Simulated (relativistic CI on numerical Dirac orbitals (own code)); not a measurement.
**Level scheme of Al X**

These numbers are calculated, not measured: Dirac-Coulomb-Breit CI, orbitals from a KLI potential per configuration, QED by a radiative potential, unscaled Slater integrals (own radial code, finite nucleus).

Configuration list (outside the closed core 1s2): 2s2, 2s 2p, 2p2, 2p 3s, 2p 3p, 2s 3s, 2s 3p, 2s 3d, 2s 4s, 2s 4p, 2s 4d, 2s 4f, 2s 5s, 2s 5p, 2s 5d, 2s 5f, 2s 5g, 3s2, 3s 3p, 3p2. Levels of other configurations are missing.

| No. | Configuration | Term | J | E (cm⁻¹) | % | Next component (%) | Lifetime (s) |
| --- | --- | --- | --- | --- | --- | --- | --- |
| 1 | 2s2 | 1S | 0 | 0 | 94 | 6 2p2 1S |  |
| 2 | 2s 2p | 3P° | 0 | 156312 | 100 |  |  |
| 3 | 2s 2p | 3P° | 1 | 157948 | 100 |  | 6.36e-06 |
| 4 | 2s 2p | 3P° | 2 | 161542 | 100 |  | 1.24e+00 |
| 5 | 2s 2p | 1P° | 1 | 313619 | 100 |  | 1.56e-10 |
| 6 | 2p2 | 3P | 0 | 407390 | 100 |  | 2.12e-10 |
| 7 | 2p2 | 3P | 1 | 409311 | 100 |  | 2.09e-10 |
| 8 | 2p2 | 3P | 2 | 412468 | 100 |  | 2.06e-10 |
| 9 | 2p2 | 1D | 2 | 456698 | 99 |  | 1.17e-09 |
| 10 | 2p2 | 1S | 0 | 567014 | 94 | 6 2s2 1S | 1.01e-10 |
| 11 | 2s 3s | 3S | 1 | 1854203 | 98 | 2 2p 3p 3S | 4.95e-12 |
| 12 | 2s 3s | 1S | 0 | 1883143 | 96 | 4 2p 3p 1S | 1.51e-11 |
| 13 | 2s 3p | 1P° | 1 | 1926745 | 86 | 9 2p 3s 1P° | 2.10e-12 |
| 14 | 2s 3p | 3P° | 0 | 1929001 | 99 | 1 2p 3s 3P° | 1.26e-09 |
| 15 | 2s 3p | 3P° | 1 | 1929603 | 95 | 4 1P° | 4.24e-11 |
| 16 | 2s 3p | 3P° | 2 | 1930469 | 99 | 1 2p 3s 3P° | 1.26e-09 |
| 17 | 2s 3d | 3D | 1 | 1966028 | 98 | 2 2p 3p 3D | 1.05e-12 |
| 18 | 2s 3d | 3D | 2 | 1966199 | 98 | 2 2p 3p 3D | 1.05e-12 |
| 19 | 2s 3d | 3D | 3 | 1966491 | 98 | 2 2p 3p 3D | 1.06e-12 |
| 20 | 2s 3d | 1D | 2 | 1996246 | 98 | 2 2p 3p 1D | 1.54e-12 |
| 21 | 2p 3s | 3P° | 0 | 2053093 | 99 | 1 2s 3p 3P° | 1.09e-11 |
| 22 | 2p 3s | 3P° | 1 | 2054759 | 99 | 1 2s 3p 3P° | 1.08e-11 |
| 23 | 2p 3s | 3P° | 2 | 2058740 | 99 | 1 2s 3p 3P° | 1.09e-11 |
| 24 | 2p 3s | 1P° | 1 | 2085473 | 89 | 10 2s 3p 1P° | 5.40e-12 |
| 25 | 2p 3p | 1P | 1 | 2094805 | 92 | 7 3D | 4.30e-12 |
| 26 | 2p 3p | 3D | 1 | 2102873 | 90 | 7 1P | 7.12e-12 |
| 27 | 2p 3p | 3D | 2 | 2104519 | 98 | 2 2s 3d 3D | 7.49e-12 |
| 28 | 2p 3p | 3D | 3 | 2108174 | 98 | 2 2s 3d 3D | 7.43e-12 |
| 29 | 2p 3p | 3S | 1 | 2120323 | 94 | 3 3P | 4.93e-12 |
| 30 | 2p 3p | 3P | 0 | 2127465 | 100 |  | 3.67e-12 |

Energies count from the lowest computed level; ° marks odd parity; lifetimes are radiative, by E1, M1, E2, M2 decay to levels of this space only; some are left blank where a channel outside the calculation adds to the decay or the decay crosses a small, uncertain gap.

The mean weight of the leading LS term, summed over parents, in these 30 levels is 97 %, and that of the leading jj configuration (from the same eigenvectors) 77 %, so LS coupling describes them better.

At this charge energies of transitions that change n are usually good to better than 1 %, and those within a shell (Δn = 0) to a few per cent.
